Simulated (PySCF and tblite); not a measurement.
Results of a calculation; reference values are marked as such.
# C₆H₆O₃, numbered as in [CH3:1][O:2][c:3]1[o:4][cH:5][cH:6][c:7]1[CH:8]=[O:9]: conformational analysis

Search: ETKDG and KDG, MMFF94s, GFN2-xTB, 200 starts; geometries at GFN2-xTB. Free energies are B3LYP-D3(BJ)/def2-SVP (IEF-PCM, benzene) single points with GFN2-xTB rigid-rotor and vibrational terms (modes under about 100 cm⁻¹ blended into free rotors). Symmetry numbers and mirror images are counted. Conformers within 2.5 kcal/mol (GFN2-xTB free energy) were kept, 4 at most. GIAO shieldings: B97-2/pcSseg-1 (IEF-PCM, benzene). Shifts are against TMS (¹H), TMS (¹³C) at the same level. Run with PySCF (density fitting) and tblite.

Torsions listed: C1–O2–C3–O4, C3–C7–C8–O9. Of a mirror pair one member is shown.

```
conformer      shape   symmetry  E(GFN2) kcal/mol  E(DFT) kcal/mol  G(298.15 K) kcal/mol  weight %  dipole D
        1   0°, 180°         Cs              0.00             0.00                  0.00      80.3      5.72
        2  159°, -8°  C1 (pair)              1.46             1.12                  1.08      13.0      2.06
        3     0°, 0°         Cs              0.57             1.48                  1.47       6.7      4.67
```

Weights (%) against temperature:

```csv
T (K),1,2,3,S(mix) cal/mol/K
250,85.8,9.7,4.5,1.12
298.15,80.3,13.0,6.7,1.42
350,75.0,16.0,9.0,1.66
```

Averaged shifts at 298.15 K. ¹H: 10.03 (H8, 1H), 7.06 (H5, 1H), 7.05 (H6, 1H), 4.38 (H1, 3H) ppm. ¹³C: 182.1 (C8), 170.6 (C3), 135.6 (C5), 115.7 (C6), 106.5 (C7), 58.0 (C1) ppm.

Coordinates of conformer 1 (Å):

```xyz
15

C    -2.535   -0.051   -0.396
O    -1.335    0.702   -0.336
C    -0.220    0.015   -0.114
O    -0.258   -1.311    0.040
C     1.028   -1.724    0.251
C     1.874   -0.673    0.231
C     1.075    0.492   -0.009
C     1.501    1.868   -0.119
O     2.638    2.262   -0.024
H    -2.715   -0.573    0.548
H    -2.495   -0.783   -1.206
H    -3.328    0.670   -0.581
H     1.170   -2.775    0.394
H     2.935   -0.678    0.364
H     0.660    2.564   -0.308
```

Coordinates of conformer 2 (Å):

```xyz
15

C     2.328   -0.434    0.093
O     1.579    0.511   -0.659
C     0.273    0.616   -0.464
O    -0.232    1.783   -0.876
C    -1.566    1.776   -0.609
C    -1.919    0.621   -0.013
C    -0.729   -0.180    0.087
C    -0.744   -1.531    0.591
O     0.135   -2.362    0.528
H     3.319   -0.436   -0.355
H     1.886   -1.431    0.053
H     2.395   -0.114    1.137
H    -2.118    2.646   -0.899
H    -2.896    0.328    0.313
H    -1.717   -1.786    1.051
```

Shifts are unscaled: against experiment ¹³C can be off by 15 ppm or more and ¹H by 0.8 ppm.

Search and properties took 110 s on 1 thread of Intel Xeon Platinum 8488C, shared host (rough), launched as `OMP_NUM_THREADS=1 python ens_run.py task.json out`.


Conformer gaps in def2-SVP on xTB geometries can be 2 kcal/mol too large for S=O, P=O and other polar bonds.